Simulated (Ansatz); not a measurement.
Program: Ansatz. Geometries: PBE0-D4/def2-TZVP. ΔE: electronic, gas phase. CCSD(T)/CBS adds triple-zeta CCSD(T) − MP2 to the extrapolated MP2 energy (def2 sets, frozen cores). Functionals use def2-TZVPP. B3LYP here is the variant with VWN-RPA as its local correlation; programs differ in this. def2 core potentials past Kr. For Sn outer-core shells are correlated without core-valence functions, which leaves a few kJ/mol of doubt a bond. One conformer a species, not always the lowest.

Reaction (substitution at a C–O bond): `CC1=CC(C)=[O+][Sn-]([CH3])[O]1` + `OB(O)F` → `CC1=CC(C)=[O+][B-](O)(F)O1` + `[CH3][Sn][OH]`

Q: Is it downhill or uphill in electronic energy at CCSD(T)/CBS, and by how much? (Best estimate.)

A: The calculation gave: Uphill: ΔE = +88.1 kJ/mol.

Q: What do these levels give: revPBE-D4, r2SCAN0-D4, B3LYP, r2SCANh, MP2/def2-SVP, CCSD(T)/def2-SVP? (Best estimate.)

A: Ansatz gave: revPBE-D4 82.0, r2SCAN0-D4 82.9, B3LYP 83.7, r2SCANh 80.7, MP2/def2-SVP 109.4, CCSD(T)/def2-SVP 104.2 kJ/mol.

Largest T1 diagnostic among the species: 0.017.

Leaving LDA and LC-ωPBE aside and taking each functional with its dispersion term where it has one, the values, not all of them listed here, spread over 14.4 kJ/mol, from PBE-D4 to BHLYP-D4. LDA lies −9.9 kJ/mol from PBE without D4. From BLYP to BHLYP (50 % exact exchange), in def2-TZVPP and without D4, ΔE moves by +3.1 kJ/mol.
